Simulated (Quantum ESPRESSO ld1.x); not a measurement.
Problem. These are the eigenvalues of the occupied orbitals of an atom or ion with whole-number occupations (eV). All-electron calculation, Dirac Kohn-Sham, LDA (Slater exchange, Perdew-Zunger correlation), spin-unpolarised, spherical densities, point nucleus. Program: ld1.x of Quantum ESPRESSO 7.5.

| orbital | eigenvalue |
|---|---|
| 1s1/2 | -11896.5 |
| 2s1/2 | -1682.10 |
| 2p1/2 | -1525.88 |
| 2p3/2 | -1489.32 |
| 3s1/2 | -368.583 |
| 3p1/2 | -315.366 |
| 3p3/2 | -309.672 |
| 3d3/2 | -218.268 |
| 3d5/2 | -217.314 |
| 4d3/2 | -89.5283 |
| 4d5/2 | -89.3420 |

Which element is it, and in what charge state? The configuration may be excited. Open shells, if any, are shared by 2j + 1.

Solution. Z = 33, arsenic, charge +8: As8+ in [Ne] 3s1 3p6 3d7 4d1. The list shows which subshells hold electrons but not how many an open one holds; the 1s level, -437.19 hartree, gives Z - s = 29.6 by -(Z - s)^2/2, which with screening and relativity narrows Z to a few neighbours, and the depths of the outer levels then fix element, charge and occupations together.
